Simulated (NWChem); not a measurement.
The numbers come from NWChem runs, not from measurements. System: disilazane (H$_{7}$NSi$_{2}$), charge 0, spin multiplicity 1, at a geometry optimised with PBE/def2-SVP. Level: CR-CCSD(T)/cc-pVDZ, 11 core orbitals frozen.

The NWChem input:

```
start mol
memory heap 100 mb stack 700 mb global 1900 mb
geometry units angstroms nocenter noautoz
  Si    -0.113715    -0.071500    -1.584505
  N      0.529204     0.322497     0.000000
  Si    -0.113715    -0.071500     1.584505
  H      1.006498    -0.444685    -2.520450
  H     -1.049157    -1.234087    -1.411455
  H     -0.874875     1.059653    -2.233935
  H      1.314658     0.982755     0.000000
  H     -0.874875     1.059653     2.233935
  H      1.006498    -0.444685     2.520450
  H     -1.049157    -1.234087     1.411455
  symmetry group Cs
end
basis spherical
  * library cc-pvdz
end
scf
  rhf
  nopen 0
  maxiter 100
  thresh 1e-7
  semidirect memsize 60000000 filesize 0
end
tce
  freeze core 11
  cr-ccsd(t)
  2eorb
  2emet 13
  thresh 1e-6
  maxiter 100
  tilesize 24
end
task tce energy
```

Output (cleaned and shortened):

```
             Northwest Computational Chemistry Package (NWChem) 7.3.0
             --------------------------------------------------------

                                NWChem Input Module
                                -------------------

 Scaling coordinates for geometry "geometry" by  1.889725989
 (inverse scale =  0.529177249)

 Turning off AUTOSYM since
 SYMMETRY directive was detected!

                             Geometry "geometry" -> ""
                             -------------------------

 Output coordinates in angstroms (scale by  1.889725989 to convert to a.u.)

  No.       Tag          Charge          X              Y              Z
 ---- ---------------- ---------- -------------- -------------- --------------
    1 Si                  14.0000    -0.11371500    -0.07150000    -1.58450500
    2 N                    7.0000     0.52920400     0.32249700     0.00000000
    3 Si                  14.0000    -0.11371500    -0.07150000     1.58450500
    4 H                    1.0000     1.00649800    -0.44468500    -2.52045000
    5 H                    1.0000    -1.04915700    -1.23408700    -1.41145500
    6 H                    1.0000    -0.87487500     1.05965300    -2.23393500
    7 H                    1.0000     1.31465800     0.98275500     0.00000000
    8 H                    1.0000    -0.87487500     1.05965300     2.23393500
    9 H                    1.0000     1.00649800    -0.44468500     2.52045000
   10 H                    1.0000    -1.04915700    -1.23408700     1.41145500

 Effective nuclear repulsion energy (a.u.)     154.4114372340

            Nuclear Dipole moment (a.u.)
            ----------------------------
        X                 Y               Z
 ---------------- ---------------- ----------------
    -0.0000037795    -0.0000075589     0.0000000000

      Symmetry information
      --------------------

 Group name             Cs
 Group number              2
 Group order               2
 No. of unique centers     6

      Symmetry unique atoms

     1    2    4    5    6    7


 Summary of "ao basis" -> "" (spherical)
[...]
          Correlation Information
          -----------------------
          Calculation type : Coupled-cluster singles & doubles w/ perturbation
   Perturbative correction : Completely renormalized (T)
            Max iterations :      100
        Residual threshold : 0.10D-05
     T(0) DIIS level shift : 0.00D+00
     L(0) DIIS level shift : 0.00D+00
     T(1) DIIS level shift : 0.00D+00
     L(1) DIIS level shift : 0.00D+00
     T(R) DIIS level shift : 0.00D+00
     T(I) DIIS level shift : 0.00D+00
   CC-T/L Amplitude update :  5-th order DIIS
                I/O scheme : Global Array Library
        L-threshold :  0.10D-05
        EOM-threshold :  0.10D-05
 no EOMCCSD initial starts read in
 TCE RESTART OPTIONS
 SLICE:      F
 D4D5:       F
 quantumc:   F
 qrotation:  F
 pwtce:      F
 qducc:      F
 nacto:                         0
 nrotv:                         0
 nrot:                          0

            Memory Information
            ------------------
          Available GA space size is     249029575 doubles
          Available MA space size is     104845212 doubles

 Maximum block size supplied by input
 Maximum block size        24 doubles

 tile_dim =     18

 -------------------------------------------------
   1    alpha     a'     6 doubles       0       1
   2    alpha     a"     4 doubles       6       2
   3    beta      a'     6 doubles      10       1
   4    beta      a"     4 doubles      16       2
   5    alpha     a'    17 doubles      20       5
   6    alpha     a'    18 doubles      37       6
   7    alpha     a"    14 doubles      55       7
   8    alpha     a"    15 doubles      69       8
   9    beta      a'    17 doubles      84       5
  10    beta      a'    18 doubles     101       6
  11    beta      a"    14 doubles     119       7
  12    beta      a"    15 doubles     133       8

 Global array virtual files algorithm will be used

 Parallel file system coherency ......... OK

 4-electron integrals stored in orbital form

 v2    file size   =          3138518
 4-index algorithm nr.  13 is used
 imaxsize =       30
 imaxsize ichop =        0


CCSD iterations
 ---------------------------------------------------------
 Iter          Residuum       Correlation     Cpu    Wall
 ---------------------------------------------------------
    1   0.1750080204367  -0.3808347785958     0.3     0.3
    2   0.0493294376193  -0.4188628925646     0.3     0.3
    3   0.0169702266767  -0.4300272456468     0.3     0.3
    4   0.0066412753236  -0.4328907351074     0.3     0.3
    5   0.0027837779719  -0.4339119871610     0.5     0.5
    6   0.0005468264521  -0.4344464585592     0.5     0.5
    7   0.0002317524158  -0.4344975670679     0.5     0.5
    8   0.0001049440034  -0.4345010781658     0.5     0.5
    9   0.0000572174610  -0.4345025549620     0.5     0.5
   10   0.0000294359880  -0.4345042301396     0.5     0.5
   11   0.0000059369815  -0.4345053856639     0.4     0.4
   12   0.0000027563358  -0.4345059508416     0.4     0.4
   13   0.0000016111278  -0.4345060695049     0.4     0.4
   14   0.0000009635074  -0.4345060970592     0.4     0.4
 -----------------------------------------------------------------
 Iterations converged
 CCSD correlation energy / hartree =        -0.434506097059237
 CCSD total energy / hartree       =      -636.853369483963547

 Singles contributions

 Doubles contributions
 CR-CCSD(T)

 CR-CCSD[T]  correction energy / hartree =        -0.008327528015251
 CR-CCSD[T] correlation energy / hartree =        -0.442833625074487
 CR-CCSD[T] total energy / hartree       =      -636.861697011978777
 CR-CCSD(T)  correction energy / hartree =        -0.008039322031457
 CR-CCSD(T) correlation energy / hartree =        -0.442545419090694
 CR-CCSD(T) total energy / hartree       =      -636.861408805994984

 Task  times  cpu:       58.1s     wall:       58.1s

 Total times  cpu:       58.2s     wall:       58.2s
```
